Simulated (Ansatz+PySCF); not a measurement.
Two shapes of singlet BeH₂.

Shape 1:

```xyz
3

H     0.0000    0.0000   -1.2721
Be    0.0000    0.0000    0.0000
H     0.0000    0.0000    1.2721
```

Shape 2:

```xyz
3

H     0.0000    0.0000   -1.3391
Be    0.0000    0.0000    0.0000
H     0.0000    0.0000    1.3391
```

Basis set: 6-31G (spherical functions). All electrons are correlated. Charge 0, multiplicity 1.

Computed with Ansatz (development build ahead of 0.2.0); each method stands on the lowest determinant of its kind that the runs found.

Which shape is lower in energy, and by how much in each method?

| method | E(2) − E(1) (eV) |
| --- | --- |
| UHF-MP2 | -0.082 |
| RHF-CCSD(T) | -0.098 |
| UHF-CCSD(T) | -0.098 |
| full CI (lowest root of this spin) | -0.099 |
| PBE0 (unrestricted) | -0.074 |

Shape 2 is lower.
